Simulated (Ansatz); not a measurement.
Geometry optimisation, RHF/def2-TZVP (Ansatz).

Input file:

```yaml
crystal:
  periodic: [false, false, false]
  atoms:
    - { symbol: Ge, position_ang: [-0.046282, -0.546958, -0.4133] }
    - { symbol: C, position_ang: [0.283819, 0.028196, 2.69978] }
    - { symbol: H, position_ang: [-0.792793, 0.119753, 2.674898] }
    - { symbol: H, position_ang: [0.608166, 0.037521, 3.733379] }
    - { symbol: H, position_ang: [0.740357, 0.863886, 2.190892] }
    - { symbol: H, position_ang: [1.082518, 0.444236, -0.182855] }
    - { symbol: H, position_ang: [-1.33819, -0.214521, 0.313325] }
    - { symbol: H, position_ang: [-0.317814, -0.692139, -1.910313] }
    - { symbol: Cl, position_ang: [0.63702, -2.532471, 0.245713] }
    - { symbol: H, position_ang: [0.599, -0.919102, 2.253981] }
basis:
  gaussian: { orbitals: def2-TZVP }
hamiltonian:
  xc: hf
relax:
  f_tol: 0.03
  max_steps: 50
```

Launched with:

```bash
$ ansatz run input.yaml --threads 4 --pin off --max-ram 5120MiB --backend cpu --events-out ev --progress --plain --runs-dir out
```

Task: Where does it end, and by what steps?

Result: The forces met the threshold. The force dipped under the threshold on the way, but the program's further checks kept it going. After 8 steps the energy has fallen by 0.297 eV; Cl9 moved furthest, 0.83 Å.

```csv
step,energy less start (eV),largest force component (eV/Å),accepted
0,0.0000,0.598,yes
1,-0.2064,0.176,yes
2,-0.2454,0.228,yes
3,-0.2710,0.368,yes
4,-0.2880,0.118,yes
5,-0.2931,0.085,yes
6,-0.2954,0.043,yes
7,-0.2969,0.023,yes
8,-0.2974,0.014,yes
```

```xyz
10
Properties=species:S:1:pos:R:3
Ge -0.116 -0.739 -1.073
C 0.358 0.205 3.355
H -0.714 0.257 3.212
H 0.585 0.310 4.409
H 0.836 1.006 2.804
H 1.017 0.219 -0.711
H -1.378 -0.455 -0.260
H -0.400 -0.734 -2.574
Cl 0.543 -2.732 -0.555
H 0.725 -0.749 2.998
```

Whether the end is a true minimum wasn't checked by a vibrational analysis.

The run took 13 s on 4 threads of Arm Neoverse V1, on a shared host, peak memory 0.39 GiB.
